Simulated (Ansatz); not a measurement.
H4OSiSn (`[O]1[SiH2][SnH2]1`), relaxed with RKS PBE-D4/def2-SVP in the Gaussian-basis code of Ansatz from a rough embedded geometry. The force threshold is 0.03 eV/Å; the program also tests the step.

The species carries charge 0 and has multiplicity 1. Sn takes the def2 core potential.

Start:

```xyz
7

O    -0.330   -0.053   -1.216
Si    0.128   -1.274   -0.048
Sn    0.020    1.166    0.357
H     1.397   -1.798   -0.285
H    -1.066   -2.082    0.322
H     1.430    2.156    0.064
H    -1.579    1.885    0.806
```

Q: By how much does the energy fall, and how many steps does the optimiser take? (Estimate.)

A: Computed: 52.19 kJ/mol, in 5 steps.

Q: Which bonds change most? (Estimate.)

A: Computed: O1–Sn3 from 2.020 to 2.223 Å; Si2–H4 from 1.393 to 1.505 Å; O1–Si2 from 1.750 to 1.651 Å; Sn3–H7 from 1.810 to 1.737 Å.

Q: Give the relaxed structure. (Estimate.)

A: The calculation gave: 
```xyz
7

O    -0.310   -0.063   -1.247
Si    0.072   -1.245   -0.158
Sn    0.041    1.153    0.580
H     1.389   -1.964   -0.273
H    -0.999   -2.182    0.331
H     1.258    2.271    0.041
H    -1.452    2.030    0.725
```
